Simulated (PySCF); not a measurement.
What does the GFN2-xTB structure of `n1c(cccc1)NC` look like in three dimensions?

```
atom  x, y, z in Å
C1     2.587    0.239   -0.123
N2     1.457   -0.354   -0.786
C3     0.171   -0.243   -0.353
C4    -0.233    0.687    0.618
C5    -1.570    0.750    0.946
C6    -2.471   -0.102    0.317
C7    -1.972   -0.986   -0.622
N8    -0.695   -1.065   -0.952
H9     2.695   -0.111    0.910
H10    3.490   -0.013   -0.673
H11    2.488    1.327   -0.111
H12    1.620   -1.156   -1.374
H13    0.484    1.335    1.094
H14   -1.913    1.456    1.690
H15   -3.523   -0.077    0.552
H16   -2.622   -1.677   -1.143
```

Orientation and origin are arbitrary. Atoms count from 1 in this order. The 6-membered ring C3–C4–C5–C6–C7–N8 has internal angles of 117.7° to 123.9°; it is planar, 0.00 Å rms from its mean plane, widest ring torsion 1°. N2 (aniline-type nitrogen) is almost planar (angles 124.2°, 118.0° and 113.8°, sum 356.0°, 0.14 Å off the plane of its three neighbours). The 4 C–N bonds span 1.321 Å (C7–N8, aromatic) to 1.438 Å (C1–N2, drawn single), a spread of 0.117 Å. The 4 C–C bonds span 1.378 Å (C4–C5, aromatic) to 1.404 Å (C3–C4, aromatic), a spread of 0.026 Å.

Bonds between heavy atoms (Å): C1–N2 1.438, N2–C3 1.361, C3–C4 1.404, C4–C5 1.378, C5–C6 1.390, C6–C7 1.383, C7–N8 1.321, C3–N8 1.336.

Structure optimised with GFN2-xTB, isolated species.

Point group: C1 (no symmetry element, even within 0.4 Å). No frequency check. The numbers are those of one conformer (C1–N2–C3–C4 14°).

These are computed values.
